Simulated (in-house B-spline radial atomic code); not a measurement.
Configurations of W VII (W6+), with energies counted from [Xe] 4f14. Computed with an all-electron radial atomic-structure program (B-spline basis): Dirac-Hartree-Fock, average of configuration, Fermi nucleus of rms radius 5.3658 fm. Energies include first-order Breit, QED and recoil terms.

Occupations are held fixed; configurations that lie above the ionisation limit could autoionise.

| configuration | E - E(ref) (eV) | highest orbital | its <r> (bohr) |
| --- | --- | --- | --- |
| [Kr] 4d10 4f14 5s2 5p5 5d1 | 45.721 | 5d5/2 | 1.536 |
| [Xe] 4f13 6s1 | 53.471 | 6s1/2 | 2.223 |
| [Xe] 4f13 5g1 | 93.075 | 5g7/2 | 3.862 |
| [Xe] 4f13 8p1 | 98.037 | 8p3/2 | 6.51 |
| [Kr] 4d10 4f14 5s2 5p5 6g1 | 105.5 | 6g7/2 | 6.183 |
| [Kr] 4d10 4f14 5s2 5p5 7f1 | 105.62 | 7f7/2 | 6.856 |
| [Kr] 4d10 4f14 5s2 5p5 7g1 | 110.45 | 7g7/2 | 8.938 |
| [Kr] 4d9 4f14 5s2 5p6 6s1 | 274.4 | 6s1/2 | 2.221 |
| [Kr] 4d9 4f14 5s2 5p6 6p1 | 285.29 | 6p3/2 | 2.574 |
| [Kr] 4d9 4f14 5s2 5p6 5f1 | 298.54 | 5f7/2 | 2.492 |
| [Kr] 4d9 4f14 5s2 5p6 8g1 | 330.38 | 8g7/2 | 12.12 |
| [Kr] 4d9 4f14 5s2 5p6 9g1 | 332.59 | 9g7/2 | 15.73 |

Order these further configurations by energy, lowest first.
A. [Kr] 4d10 4f14 5s2 5p5 9d1
B. [Xe] 4f13 6g1
C. [Xe] 4f13 7d1
D. [Kr] 4d10 4f14 5s2 5p5 9s1
E. [Kr] 4d9 4f14 5s2 5p6 9p1

C (93.926 eV), B (101.23 eV), D (107.06 eV), A (110.98 eV), E (325.25 eV).

How far above the reference does [Kr] 4d9 4f14 5s2 5p6 9f1 lie?

330.42 eV; its least bound orbital is 9f7/2 with <r> = 12.79 bohr.

How far above the reference does [Kr] 4d9 4f14 5s2 5p6 7g1 lie?

327.16 eV; its least bound orbital is 7g7/2 with <r> = 8.93 bohr.

How far above the reference does [Kr] 4d9 4f14 5s2 5p6 8p1 lie?

319.01 eV; its least bound orbital is 8p3/2 with <r> = 6.507 bohr.

One of these lies 83.55 eV from the reference. Which?
A. [Kr] 4d10 4f14 5s2 5p5 6d1
B. [Xe] 4f13 7g1
C. [Kr] 4d10 4f14 5s2 5p5 9g1
D. [Kr] 4d9 4f14 5s2 5p6 8s1

A.
